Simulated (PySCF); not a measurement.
# Electron correlation in Ti⁺ (titanium, charge +1)

[Ar] 3d2 4s1, high-spin 4F determinant. All numbers are calculated (PySCF 2.14, the non-relativistic Hamiltonian (point nucleus), in def2-TZVPPD (6s6p4d2f1g, 67 functions)). Frozen: [Ar]; 3 electrons correlated.

MP2 pair energies summed by pair of shells (mhartree):

```tsv
pair	energy	share (%)
3d-4s	-5.97	56.7
3d-3d	-4.56	43.3
```

Total MP2 correlation energy: -10.53 mhartree.

Same-spin part -10.53 and opposite-spin part 0.00 mhartree; SCS-MP2 scales them by 1/3 and 6/5 to -3.51 mhartree.
